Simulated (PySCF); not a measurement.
## Dipole moment and polarisability of `C#CCP(C)C(=C)C`

Compound: C7H11P.
Atom-mapped SMILES: `[CH:1]#[C:2][CH2:3][P:4]([CH3:5])[C:6](=[CH2:7])[CH3:8]` (hydrogens: H9 on C1; H10, H11 on C3; H12, H13, H14 on C5; H15, H16 on C7; H17, H18, H19 on C8)

Geometry (GFN2-xTB, Å), atoms numbered from 1 in this order:
```
atom  x, y, z in Å
C1    -1.7477    1.1969    1.7875
C2    -1.7067    1.0496    0.5996
C3    -1.6270    0.8304   -0.8207
P4    -0.3027   -0.4018   -1.3181
C5    -0.8191   -1.7814   -0.1915
C6     1.1410    0.2206   -0.3700
C7     1.3297    1.5035   -0.0951
C8     2.1765   -0.8199   -0.0622
H9    -1.7992    1.3490    2.8238
H10   -1.4309    1.7694   -1.3462
H11   -2.5751    0.4274   -1.1935
H12   -0.1046   -2.5983   -0.2612
H13   -0.8953   -1.4344    0.8381
H14   -1.7901   -2.1465   -0.5242
H15    2.2288    1.8440    0.3955
H16    0.6059    2.2653   -0.3241
H17    1.8845   -1.3946    0.8166
H18    2.2805   -1.5113   -0.8984
H19    3.1416   -0.3585    0.1368
```

Level: PBE0/def2-SVPD (PySCF), static field, nuclei fixed, core orbitals frozen in the response. The polarisability tensor in these axes (au):

```
x   107.45   0.32  -1.34
y     0.32 109.79   9.33
z    -1.34   9.33 103.68
```

Q: Diagonalise the tensor; give its mean and Δα, where Δα² is half the sum of the squared differences of the eigenvalues.

A: Principal values 96.77, 107.57 and 116.58 au; mean 106.98 au = 15.85 Å³ = 17.64 × 10⁻⁴⁰ C²·m²/J; Δα = 17.18 au (16 % of the mean).

Q: What is the dipole moment, and where does it point?

A: (0.05, -0.42, 0.67) D, 0.79 D in size, pointing from the negative to the positive side. Measured along this direction, the outermost atoms are H10 at the negative end and H9 and H17 at the positive end.

Q: Give the eigenvalues of the traceless quadrupole moment Θ = ½Σq(3rr − r²1), origin at the centre of nuclear charge.

A: -4.72, 1.06, 3.66 D·Å. The values depend on the origin, since the dipole doesn't vanish. The electronic extent ⟨r²⟩ about the same centre is 1183 bohr², a root-mean-square distance of 2.21 Å for the 68 electrons.

Q: Form Σ f/ω² (atomic units) for the 6 lowest TDDFT singlets, given as eV and f, and set it beside the mean polarisability, which is this sum over all singlets: 5.55, 0.1369; 5.96, 0.0723; 6.17, 0.0226; 6.26, 0.0107; 6.39, 0.0295; 6.52, 0.0390.

A: They add up to 6.66 au, 6.2 % of the 106.98 au; the largest single term is 3.29 au, from the state at 5.55 eV. Terms in order: 3.29, 1.51, 0.44, 0.20, 0.54, 0.68 au. Higher excitations give the rest. The strengths listed sum to 0.311.

Q: Find the Langevin capture rate constant for O2+ (31.990 u) meeting this molecule (126.060 u), k = 2.342 × 10⁻⁹ cm³/s × √(α in Å³ / reduced mass in u).

A: The reduced mass is 25.51 u, so k = 1.85 × 10⁻⁹ cm³/s. The formula leaves out the permanent dipole, which adds to the capture rate.

Q: Molar refractivity from α?

A: Lorentz–Lorenz: R = (4π/3)N_A α = 2.5225 cm³/(mol·Å³) × 15.85 Å³ = 40.0 cm³/mol, in the limit of long wavelengths.

The structure is a single GFN2-xTB conformer in the gas phase; no vibrational or solvent corrections.
